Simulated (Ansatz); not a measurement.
Basis sets compared for Cu3Ag4⁺. Charge 1, multiplicity 1. Geometry r2SCAN-D4/def2-SVP. Ansatz on 4 threads of Arm Neoverse V1 on a shared host; times are rough, and most runs start from earlier orbitals.

```csv
atom,x (Å),y (Å),z (Å)
Ag1,-0.2267,-2.4454,-0.5951
Ag2,-0.8371,1.9724,-1.4387
Ag3,0.5204,2.2958,0.9215
Ag4,-1.8589,-0.5430,-1.7039
Cu5,-0.0360,0.0210,-0.0449
Cu6,0.5056,-1.5459,1.6305
Cu7,1.9327,0.2452,1.2306
```

In the def2 sets Ag takes a core potential; there is no spin–orbit coupling. The restricted singlet is unstable towards broken spin symmetry in Hartree–Fock (as tested in another run); at PBE-D4/def2-SVP, PBE0-D4/def2-SVP, PBE0-D4/def2-TZVP this wasn't settled. No other spin state of charge 1 was run. Another isomer (singlet) lies 0.19 eV lower at PBE0-D4/def2-TZVP; other spin states weren't run for this one.

| level | functions | energy (Eh) | HOMO (eV) | LUMO (eV) | wall time |
| --- | --- | --- | --- | --- | --- |
| PBE-D4/def2-SVP | 217 | -5508.0059 | -8.99 | -7.00 | 8 s |
| PBE0-D4/def2-SVP | 217 | -5507.9199 | -9.69 | -6.16 | 17 s |

Question: Estimate the rows for PBE-D4/def2-TZVP (with forces), PBE0-D4/def2-TZVP.

Answer: 
| level | functions | energy (Eh) | HOMO (eV) | LUMO (eV) | wall time |
| --- | --- | --- | --- | --- | --- |
| PBE-D4/def2-TZVP (with forces) | 295 | -5508.8929 | -9.20 | -7.12 | 14 s |
| PBE0-D4/def2-TZVP | 295 | -5508.7761 | -9.81 | -6.25 | 31 s |
